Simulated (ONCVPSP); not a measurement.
Cs: ONCV pseudisation with PBEsol, scalar-relativistic reference atom.

Cs (Z = 55), optimised norm-conserving Vanderbilt (ONCV), made with ONCVPSP 4.0.1 (PBEsol, scalar-relativistic). Core [Xe], reference 5d0.5 6s0.5. Waves: 6s: rc 3.85 bohr, ncon 4, nbas 7, qcut 2 1/bohr, 1 projector; p scattering state at 0.22 Ha: rc 3.75 bohr, ncon 4, nbas 9, qcut 1.9 1/bohr, 2 projectors, debl 2.3 Ha; 5d: rc 3.75 bohr, ncon 3, nbas 5, qcut 2.2 1/bohr, local. Local part: the d channel. Core correction: Teter function fitted to the true core (icmod 2), fcfact 0.6.

Poles of the logarithmic derivatives, all-electron (AE) and pseudo (PS). s: poles at -1.0, 0.7, 2.9 (AE) and 0.1, 0.7, 2.2, 4.5 (PS) Ha. p: poles at -0.5, 1.2, 3.6 (AE) and 0.9, 3.8 (PS) Ha. d: poles at 0.3, 1.9, 4.5 (AE) and 0.3, 2.1, 4.5 (PS) Ha. Test radii: s 3.90, p 3.81, d 3.81 bohr.

* Cutoffs needed: 2.9 Ha and 5.8 Ha (the cutoffs (Ha) at which the residual kinetic energy of the hardest occupied pseudo-wave falls to 1 and 0.1 mHa per electron) The cutoffs count occupied waves only; projector 2 of the p channel, the hardest unoccupied one, needs 14 Ha at the loose tolerance.
* Ghost test: no bound ghost flagged; GHOST(+) flagged for s at 3.5 eV, p at 67.4 eV
* Largest excitation error: +26 meV (all-electron minus pseudo) for 5d0 6s0 6p1, out of 4 test configurations
* rms error of d²Exc/dni dnj: 9.84 mHa without and 2.14 mHa with the model core
